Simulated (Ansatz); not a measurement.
These are PBE-D3(BJ)/def2-TZVP (Ansatz, a quantum-chemistry and plane-wave program) values and carry that method's errors. No frequencies were computed at this level.

Ansatz 0.2 input:
```yaml
crystal:
  periodic: [false, false, false]
  atoms:
    - { symbol: Si, position_ang: [1.711574, -0.749351, 0.681856] }
    - { symbol: B, position_ang: [0.021879, 0.029602, 0.033425] }
    - { symbol: Si, position_ang: [0.015004, 1.551856, -1.21956] }
    - { symbol: Si, position_ang: [-1.69832, -0.776764, 0.564521] }
    - { symbol: H, position_ang: [1.705034, -1.088042, 2.116326] }
    - { symbol: H, position_ang: [2.005894, -2.011871, -0.020748] }
    - { symbol: H, position_ang: [2.915501, 0.081273, 0.501578] }
    - { symbol: H, position_ang: [-0.775595, 2.692914, -0.723258] }
    - { symbol: H, position_ang: [1.331022, 2.127573, -1.549538] }
    - { symbol: H, position_ang: [-0.578599, 1.196056, -2.521134] }
    - { symbol: H, position_ang: [-2.18991, -1.677468, -0.495363] }
    - { symbol: H, position_ang: [-2.787602, 0.188546, 0.794155] }
    - { symbol: H, position_ang: [-1.672926, -1.600001, 1.786408] }
basis:
  gaussian: { orbitals: def2-tzvp }
hamiltonian:
  xc: pbe
  dispersion: d3bj
relax:
  max_steps: 150
```

Output:

```
Functional definition: PBE
1321 factors; their error is unknown
mean field evaluation 1: about -24437.8311 eV, gradient 2.8e1 eV
mean field evaluation 2: about -24438.3256 eV, gradient 2.6e1 eV
mean field evaluation 4: about -24440.9439 eV, gradient 1.5e0 eV
mean field evaluation 8: about -24440.9480 eV, gradient 3.8e-2 eV
mean field evaluation 16: about -24440.9286 eV, gradient 1.4e-5 eV
mean field -24440.92857616 eV, -898.1875585174 hartree, gradient 1.4e-5 eV, S^2 0.000000; 0 other end points of the search recorded, 0 dependent functions left out
reference -24440.92863231 eV, -898.1875605809 hartree; 28, 28 occupied and 168, 168 virtual orbitals, 1321 factors
relax step   1: F+E_penalty+E_count = -24441.23997908 eV  Δ(F+E_penalty+E_count) = +0.000e0 eV  max|allowed force component| = 4.999e-1 eV/Å  Δτ_max = 0.0000 Å  (27 SCF iters, accepted)
these checks for a lower state are left out or cut short: starts, cluster_reference, orbital_swaps, neighbouring_geometries, increment
1321 factors; their error is unknown
mean field -24441.06555038 eV, -898.1925922273 hartree, gradient 2.6e-5 eV, S^2 0.000000; 0 other end points of the search recorded, 0 dependent functions left out
reference -24441.06560656 eV, -898.1925942918 hartree; 28, 28 occupied and 168, 168 virtual orbitals, 1321 factors
relax step   2: F+E_penalty+E_count = -24441.37731726 eV  Δ(F+E_penalty+E_count) = -1.373e-1 eV  max|allowed force component| = 9.382e-2 eV/Å  Δτ_max = 0.0703 Å  (28 SCF iters, accepted)
these checks for a lower state are left out or cut short: starts, cluster_reference, orbital_swaps, neighbouring_geometries, increment
1321 factors; their error is unknown
mean field -24441.07809768 eV, -898.1930533318 hartree, gradient 9.1e-6 eV, S^2 0.000000; 0 other end points of the search recorded, 0 dependent functions left out
reference -24441.07815401 eV, -898.1930554022 hartree; 28, 28 occupied and 168, 168 virtual orbitals, 1321 factors
relax step   3: F+E_penalty+E_count = -24441.38750437 eV  Δ(F+E_penalty+E_count) = -1.019e-2 eV  max|allowed force component| = 3.459e-2 eV/Å  Δτ_max = 0.0412 Å  (30 SCF iters, accepted)
these checks for a lower state are left out or cut short: starts, cluster_reference, orbital_swaps, neighbouring_geometries, increment
1321 factors; their error is unknown
mean field evaluation 32: about -24441.0993 eV, gradient 9.9e-1 eV
mean field -24441.08042566 eV, -898.1931388837 hartree, gradient 9.2e-6 eV, S^2 0.000000; 0 other end points of the search recorded, 0 dependent functions left out
reference -24441.08048201 eV, -898.1931409544 hartree; 28, 28 occupied and 168, 168 virtual orbitals, 1321 factors
relax step   4: F+E_penalty+E_count = -24441.38951559 eV  Δ(F+E_penalty+E_count) = -2.011e-3 eV  max|allowed force component| = 2.714e-2 eV/Å  Δτ_max = 0.0241 Å  (30 SCF iters, accepted)
these checks for a lower state are left out or cut short: starts, cluster_reference, orbital_swaps, neighbouring_geometries, increment
1321 factors; their error is unknown
mean field -24441.08541300 eV, -898.1933221651 hartree, gradient 1.1e-5 eV, S^2 0.000000; 0 other end points of the search recorded, 0 dependent functions left out
reference -24441.08546924 eV, -898.1933242317 hartree; 28, 28 occupied and 168, 168 virtual orbitals, 1321 factors
relax step   5: F+E_penalty+E_count = -24441.39564433 eV  Δ(F+E_penalty+E_count) = -6.129e-3 eV  max|allowed force component| = 4.686e-2 eV/Å  Δτ_max = 0.1115 Å  (28 SCF iters, accepted)
these checks for a lower state are left out or cut short: starts, cluster_reference, orbital_swaps, neighbouring_geometries, increment
1321 factors; their error is unknown
mean field -24441.08561962 eV, -898.1933297581 hartree, gradient 2.2e-5 eV, S^2 0.000000; 0 other end points of the search recorded, 0 dependent functions left out
reference -24441.08567631 eV, -898.1933318413 hartree; 28, 28 occupied and 168, 168 virtual orbitals, 1321 factors
relax step   6: F+E_penalty+E_count = -24441.39678153 eV  Δ(F+E_penalty+E_count) = -1.137e-3 eV  max|allowed force component| = 1.927e-1 eV/Å  Δτ_max = 0.1952 Å  (27 SCF iters, accepted)
these checks for a lower state are left out or cut short: starts, cluster_reference, orbital_swaps, neighbouring_geometries, increment
1321 factors; their error is unknown
mean field -24441.09359478 eV, -898.1936228401 hartree, gradient 1.0e-5 eV, S^2 0.000000; 0 other end points of the search recorded, 0 dependent functions left out
reference -24441.09365147 eV, -898.1936249231 hartree; 28, 28 occupied and 168, 168 virtual orbitals, 1321 factors
relax step   7: F+E_penalty+E_count = -24441.40411809 eV  Δ(F+E_penalty+E_count) = -7.337e-3 eV  max|allowed force component| = 8.968e-2 eV/Å  Δτ_max = 0.0371 Å  (30 SCF iters, accepted)
these checks for a lower state are left out or cut short: starts, cluster_reference, orbital_swaps, neighbouring_geometries, increment
1321 factors; their error is unknown
mean field evaluation 64: about -24441.1026 eV, gradient 1.2e-3 eV
mean field -24441.10260604 eV, -898.1939539975 hartree, gradient 1.0e-5 eV, S^2 0.000000; 0 other end points of the search recorded, 0 dependent functions left out
reference -24441.10266285 eV, -898.1939560855 hartree; 28, 28 occupied and 168, 168 virtual orbitals, 1321 factors
relax step   8: F+E_penalty+E_count = -24441.41295445 eV  Δ(F+E_penalty+E_count) = -8.836e-3 eV  max|allowed force component| = 1.368e-2 eV/Å  Δτ_max = 0.1525 Å  (28 SCF iters, accepted)
these checks for a lower state are left out or cut short: starts, cluster_reference, orbital_swaps, neighbouring_geometries, increment
1321 factors; their error is unknown
mean field -24441.10639481 eV, -898.1940932322 hartree, gradient 1.3e-5 eV, S^2 0.000000; 0 other end points of the search recorded, 0 dependent functions left out
reference -24441.10645163 eV, -898.1940953203 hartree; 28, 28 occupied and 168, 168 virtual orbitals, 1321 factors
relax step   9: F+E_penalty+E_count = -24441.41689391 eV  Δ(F+E_penalty+E_count) = -3.939e-3 eV  max|allowed force component| = 1.654e-1 eV/Å  Δτ_max = 0.1951 Å  (27 SCF iters, accepted)
these checks for a lower state are left out or cut short: starts, cluster_reference, orbital_swaps, neighbouring_geometries, increment
1321 factors; their error is unknown
mean field -24441.10999397 eV, -898.1942254989 hartree, gradient 9.6e-6 eV, S^2 0.000000; 0 other end points of the search recorded, 0 dependent functions left out
reference -24441.11005081 eV, -898.1942275877 hartree; 28, 28 occupied and 168, 168 virtual orbitals, 1321 factors
relax step  10: F+E_penalty+E_count = -24441.42025278 eV  Δ(F+E_penalty+E_count) = -3.359e-3 eV  max|allowed force component| = 7.205e-2 eV/Å  Δτ_max = 0.0317 Å  (30 SCF iters, accepted)
these checks for a lower state are left out or cut short: starts, cluster_reference, orbital_swaps, neighbouring_geometries, increment
1321 factors; their error is unknown
mean field -24441.11143568 eV, -898.1942784809 hartree, gradient 9.6e-6 eV, S^2 0.000000; 0 other end points of the search recorded, 0 dependent functions left out
reference -24441.11149255 eV, -898.1942805707 hartree; 28, 28 occupied and 168, 168 virtual orbitals, 1321 factors
relax step  11: F+E_penalty+E_count = -24441.42200220 eV  Δ(F+E_penalty+E_count) = -1.749e-3 eV  max|allowed force component| = 8.223e-3 eV/Å  Δτ_max = 0.0534 Å  (29 SCF iters, accepted)
these checks for a lower state are left out or cut short: starts, cluster_reference, orbital_swaps, neighbouring_geometries, increment
1321 factors; their error is unknown
mean field -24441.11201724 eV, -898.1942998529 hartree, gradient 9.6e-6 eV, S^2 0.000000; 0 other end points of the search recorded, 0 dependent functions left out
reference -24441.11207414 eV, -898.1943019438 hartree; 28, 28 occupied and 168, 168 virtual orbitals, 1321 factors
relax step  12: F+E_penalty+E_count = -24441.42270350 eV  Δ(F+E_penalty+E_count) = -7.013e-4 eV  max|allowed force component| = 1.939e-2 eV/Å  Δτ_max = 0.0762 Å  (29 SCF iters, accepted)
these checks for a lower state are left out or cut short: starts, cluster_reference, orbital_swaps, neighbouring_geometries, increment
1321 factors; their error is unknown
mean field evaluation 96: about -24441.1322 eV, gradient 2.3e-3 eV
mean field -24441.11217659 eV, -898.1943057088 hartree, gradient 9.6e-6 eV, S^2 0.000000; 0 other end points of the search recorded, 0 dependent functions left out
reference -24441.11223350 eV, -898.1943078001 hartree; 28, 28 occupied and 168, 168 virtual orbitals, 1321 factors
relax step  13: F+E_penalty+E_count = -24441.42283889 eV  Δ(F+E_penalty+E_count) = -1.354e-4 eV  max|allowed force component| = 1.075e-2 eV/Å  Δτ_max = 0.0262 Å  (29 SCF iters, accepted)
these checks for a lower state are left out or cut short: starts, cluster_reference, orbital_swaps, neighbouring_geometries, increment
1321 factors; their error is unknown
mean field -24441.11220244 eV, -898.1943066587 hartree, gradient 1.6e-5 eV, S^2 0.000000; 0 other end points of the search recorded, 0 dependent functions left out
reference -24441.11225934 eV, -898.1943087499 hartree; 28, 28 occupied and 168, 168 virtual orbitals, 1321 factors
relax step  14: F+E_penalty+E_count = -24441.42286552 eV  Δ(F+E_penalty+E_count) = -2.663e-5 eV  max|allowed force component| = 4.471e-3 eV/Å  Δτ_max = 0.0055 Å  (22 SCF iters, accepted)
1321 factors; their error is unknown
mean field -24441.11220244 eV, -898.1943066587 hartree, gradient 1.6e-5 eV, S^2 0.000000; 1 other end points of the search recorded, 0 dependent functions left out
reference -24441.11225934 eV, -898.1943087499 hartree; 28, 28 occupied and 168, 168 virtual orbitals, 1321 factors
Total energy: -24441.42292242 eV, -898.2057254075 hartree
Atom 0 at     1.734085    -0.662536     0.779756 Å, force     0.001305     0.000444     0.000121 eV/Å
Atom 1 at    -0.003176     0.013420     0.057612 Å, force    -0.003542     0.000216     0.002551 eV/Å
Atom 2 at     0.015673     1.505133    -1.271693 Å, force     0.004471    -0.000807    -0.000320 eV/Å
Atom 3 at    -1.753674    -0.823722     0.539705 Å, force     0.001256     0.000856    -0.001337 eV/Å
Atom 4 at     1.669416    -1.266455     2.148419 Å, force     0.000023    -0.000870    -0.000102 eV/Å
Atom 5 at     2.098755    -1.757532    -0.188593 Å, force    -0.000018    -0.000869    -0.000307 eV/Å
Atom 6 at     2.842105     0.345493     0.747945 Å, force     0.001027     0.000174     0.000385 eV/Å
Atom 7 at    -0.085852     2.714718    -0.377969 Å, force    -0.000738     0.003027     0.002813 eV/Å
Atom 8 at     1.280923     1.635408    -2.062480 Å, force     0.002589     0.000394    -0.001714 eV/Å
Atom 9 at    -1.151066     1.539175    -2.209809 Å, force    -0.004367    -0.000611    -0.003387 eV/Å
Atom 10 at    -1.902928    -1.910491    -0.492952 Å, force    -0.001132    -0.000450     0.000737 eV/Å
Atom 11 at    -2.926162     0.096899     0.387511 Å, force    -0.000979    -0.001399     0.000244 eV/Å
Atom 12 at    -1.815142    -1.465186     1.891216 Å, force     0.000105    -0.000105     0.000317 eV/Å
Dipole moment:    -0.001478     0.010480     0.014313 e Å
```

Cost: very roughly 90 core-seconds.
